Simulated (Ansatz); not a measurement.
Cost and result for the atomization energy of `CO[SiH2]SC` (13 atoms, 12 bonds).

```xyz
13

C     1.191    1.408   -0.657
O     1.774    0.160   -0.366
Si    0.901   -1.189   -0.044
S    -0.449   -1.031    1.588
C    -1.903   -0.311    0.767
H     0.701    1.828    0.228
H     1.982    2.090   -0.973
H     0.455    1.333   -1.466
H     0.079   -1.542   -1.236
H     1.894   -2.226    0.307
H    -1.780    0.761    0.612
H    -2.754   -0.478    1.426
H    -2.093   -0.804   -0.186
```

Total charge 0; spin multiplicity 1. Geometry: relaxed with PBE0-D4/def2-TZVP. It is one conformer, not always the lowest. Program: Ansatz. All runs use 2 threads of an AMD EPYC 7R13 on a shared host and a share of an NVIDIA H100 80 GB. Times are those of one run each, without the atoms' runs, and a repeat can differ threefold. Electronic energies, without spin–orbit coupling; frozen cores. CCSD(T)/CBS adds CCSD(T) − MP2 in def2-TZVPP to the MP2 limit, and its time is that of the two runs behind it. T1 = 0.011. B3LYP takes the VWN-RPA correlation (the form of Gaussian; ORCA's B3LYP/G).

CCSD(T)/CBS is a level of theory with its own doubt, some kJ/mol a heavy atom from the limit and from the frozen cores, so smaller differences don't rank the functionals.

```json
{"level": "PBE-D4/def2-TZVPP (with forces)", "functions": "289", "wall time": "1.6 s"}
{"level": "PBE0-D4/def2-TZVPP", "functions": "289", "wall time": "2.4 s"}
{"level": "r2SCAN-D4/def2-TZVPP (with forces)", "functions": "289", "wall time": "3 s"}
{"level": "MP2/def2-QZVPP", "functions": "551", "wall time": "3.1 s"}
{"level": "ωB97M-V/def2-TZVPP (with forces)", "functions": "289", "wall time": "3.2 s"}
{"level": "B2PLYP/def2-TZVPP", "functions": "289", "wall time": "3.4 s"}
{"level": "B3LYP-D4/def2-TZVPP (with forces)", "functions": "289", "wall time": "3.5 s"}
{"level": "CCSD(T)/def2-TZVPP", "functions": "289", "wall time": "4.2 s"}
{"level": "ωB97X-V/def2-TZVPP", "functions": "289", "wall time": "4.5 s"}
{"level": "CCSD(T)/CBS(def2)", "functions": "–", "wall time": "7.3 s"}
```

Task: What atomization energy does each give, and how far from CCSD(T)/CBS? (Best estimate.)

Result: Computed: 
| level | atomization (kcal/mol) | difference from CCSD(T)/CBS | per bond |
| --- | --- | --- | --- |
| PBE-D4/def2-TZVPP (with forces) | 1133.2 | 11.0 | 0.9 |
| PBE0-D4/def2-TZVPP | 1118.3 | -3.9 | -0.3 |
| r2SCAN-D4/def2-TZVPP (with forces) | 1122.5 | 0.3 | 0.0 |
| MP2/def2-QZVPP | 1121.9 | -0.3 | 0.0 |
| ωB97M-V/def2-TZVPP (with forces) | 1124.7 | 2.5 | 0.2 |
| B2PLYP/def2-TZVPP | 1106.5 | -15.7 | -1.3 |
| B3LYP-D4/def2-TZVPP (with forces) | 1119.2 | -3.0 | -0.2 |
| CCSD(T)/def2-TZVPP | 1092.5 | -29.7 | -2.5 |
| ωB97X-V/def2-TZVPP | 1125.2 | 3.0 | 0.3 |
| CCSD(T)/CBS(def2) | 1122.2 | 0.0 | 0.0 |

In def2-TZVPP, CCSD(T) changes the Hartree–Fock value by +266.6 kcal/mol (the triples alone add +14.7 kcal/mol) and MP2 by +278.4 kcal/mol; breaking electron pairs costs correlation energy, which Hartree–Fock lacks. The D4 term adds +11.1 kcal/mol with B3LYP and +5.9 kcal/mol with PBE0; it sums over pairs of atoms, weighted by their polarisabilities, and B3LYP, whose exchange is more repulsive, gets the larger term. From PBE to PBE0 (25 % exact exchange), in def2-TZVPP and without D4, the atomization energy moves by −13.9 kcal/mol: exact exchange takes away binding that semilocal exchange gives to molecules.
